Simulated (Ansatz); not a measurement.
One change: `C=[C]([GaH2])[InH2]` becomes `C=[C](F)[InH2]`.

Ansatz, PBE0-D4/def2-TZVP geometries, multiplicity 1. 

Elements past krypton have def2 core potentials. Scalar relativity is left out up to krypton.

```csv
property,`C=[C]([GaH2])[InH2]`
"ideal-gas entropy at 298 K and 1 bar (rigid rotor, harmonic PBE0-D4/def2-TZVP) / J/(mol·K)",380
size of the dipole moment (PBE/def2-TZVPP) / D,0.74
HOMO–LUMO gap (ωB97M-V/def2-TZVPP) / eV,8.48
HOMO energy (PBE/def2-TZVPP) / eV,-5.78
HOMO energy (PBE0/def2-TZVPP) / eV,-6.83
HOMO energy (B3LYP/def2-TZVPP) / eV,-6.66
```

(1) Give the same properties after the change, and the shifts. (Estimate.)

Answers

(1) The calculation gave: 
```csv
property,`C=[C](F)[InH2]`,shift
"ideal-gas entropy at 298 K and 1 bar (rigid rotor, harmonic PBE0-D4/def2-TZVP) / J/(mol·K)",332,-48
size of the dipole moment (PBE/def2-TZVPP) / D,1.09,0.35
HOMO–LUMO gap (ωB97M-V/def2-TZVPP) / eV,9.41,0.93
HOMO energy (PBE/def2-TZVPP) / eV,-6.46,-0.68
HOMO energy (PBE0/def2-TZVPP) / eV,-7.63,-0.80
HOMO energy (B3LYP/def2-TZVPP) / eV,-7.41,-0.75
```

With PBE0 the HOMO falls by 0.80 eV and the LUMO rises by 0.06 eV, so the gap widens by about 0.86 eV. PBE moves the HOMO by -0.68 eV and ωB97M-V by -0.97 eV. The zero-point energy changes by -28.1 kJ/mol with -6 modes. Dipoles are sizes alone; their direction can turn.

B3LYP here is the variant with VWN-RPA as its local correlation; programs differ in this.
